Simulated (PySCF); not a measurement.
Species: C₅H₆F₂.
Atom-mapped SMILES: `[CH2:1]=[CH:2][C:3](=[CH2:4])[CH:5]([F:6])[F:7]` (hydrogens: H8, H9 on C1; H10 on C2; H11, H12 on C4; H13 on C5)

Geometry (PBE0-D3(BJ)/def2-SVP, Å), atoms numbered from 1 in this order:
```xyz
13
C5H6F2 angstrom
C      1.492    0.742    0.147
C      0.805   -0.355    0.496
C     -0.650   -0.504    0.526
C     -1.239   -1.621    0.977
C     -1.492    0.618   -0.024
F     -2.808    0.339    0.065
F     -1.272    1.764    0.666
H      1.001    1.677   -0.130
H      2.585    0.737    0.150
H      1.361   -1.251    0.795
H     -0.641   -2.454    1.356
H     -2.325   -1.725    0.980
H     -1.256    0.817   -1.086
```

Level of theory: TDDFT wB97X-D/def2-SVPD, vertical, gas phase, core orbitals frozen in the response in PySCF 2.14.0, density-fitted response routines.

Ground-to-excited transition dipoles (e·a0, same axes as the geometry; the sign carries no meaning), for the states with f of 0.002 or more among the lowest 10:

```
state  E (eV)      μx      μy      μz
   S1   5.881   1.358   1.420  -0.534
   S2   7.034   0.021  -0.045   0.101
   S3   7.231   0.297   0.199   0.071
   S4   7.413  -0.209  -0.160   0.079
   S5   7.877   0.223  -0.216   0.162
   S6   7.912   0.003   0.183   0.538
  S10   8.878  -0.045  -0.037  -0.117
```

What oscillator strength does each state have?

f = (2/3) ΔE |μ|² with ΔE in hartree (27.2114 eV).

```csv
state,|μ|² (au),|μ| (D),f
S1,4.148,5.18,0.598
S2,0.013,0.29,0.002
S3,0.133,0.93,0.024
S4,0.075,0.70,0.014
S5,0.123,0.89,0.024
S6,0.323,1.44,0.063
S10,0.017,0.33,0.004
```

What angle do the transition dipoles of S3 and S6 make?

|cos θ| = |μa·μb| / (|μa| |μb|) = 0.37, so θ ≈ 69° (taken between 0 and 90°, since the signs are arbitrary).

How is the summed strength of these states shared among x, y and z?

(2/3) Σ ΔE μα² gives 0.299 for x, 0.318 for y and 0.109 for z, 0.727 in all.

What peak molar absorption coefficient would the strongest computed level give as a lone Gaussian band 0.3 eV wide at half height?

ε(max) = 2.175×10⁸ f / FWHM, with the width in cm⁻¹. S1: 2.175×10⁸ × 0.5976 / 2420 ≈ 54000 L mol⁻¹ cm⁻¹.

All these states lie below the vertical ionisation energy of 9.28 eV (ΔSCF).

On Arm Neoverse V1, one thread, shared host, this took 68 s of wall time.

One conformer stands for the species.
